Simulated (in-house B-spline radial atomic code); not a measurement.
## RPA and G0W0 on PBE: the germanium ion Ge⁴⁺

Configuration [Ar] 3d10, mean-field start PBE. Computed with a B-spline radial code for spherical atoms: all electrons, scalar-relativistic (spin-free one-electron X2C), finite nucleus, each spin shell either full or empty, empty states to l = 9 with an (l + 1/2)⁻⁴ tail; G0W0 by contour deformation at full frequency.

Command:
```bash
python run_gw.py task.json out
```
Settings (radii: box in bohr, nucleus in fm):
```
Z                        32
electrons                28
configuration            [Ar] 3d10
hamiltonian              x2c
method                   pbe,pbe
lmax                     9
rms_radius               4.0742
spin_polarised           False
box_radius               11.96
intervals                68
```

Cost of the run: 2.7 s on 1 thread of Arm Neoverse N1, on a shared host.

Energies (hartree):

```csv
term,value
mean-field total,-2094.65964
Hartree-Fock functional on these orbitals,-2093.43801
direct second order,-2.5162
second-order exchange,0.72621
SOSEX correction,0.66362
```

**Question.** What is the RPA correlation energy, and what remains with SOSEX?

**Answer.** RPA gives -2.1493 hartree (-2.09 eV per electron); RPA + SOSEX gives -1.4857, and the second-order doubles -1.79 hartree (no singles). SOSEX takes back 31 % of the RPA value.

Quasi-particle levels (eV):

| level | occupied | mean field | Σx - vxc | Σc | QP weight | G0W0 |
| --- | --- | --- | --- | --- | --- | --- |
| 3d | yes | -78.03 | -15.46 | ? | ? | ? |
| 4s | no | -52.28 | 7.86 | -1.51 | 0.986 | -45.92 |

G0W0 = mean field + (Σx - vxc) + Σc, with Σc (partial-wave tail included) taken at the quasi-particle energy. Only the outer levels were computed. Levels of low weight are left out.

**Question.** Where does G0W0 put 3d?

**Answer.** At -90.82 eV, with Σc = 2.67 eV and a quasi-particle weight of 0.935. The tabulated removal energy is 90.5 ± 0.019 eV (NIST, measured); the calculation leaves out spin-orbit coupling, Breit and QED terms, and what these don't explain is the method's own error.
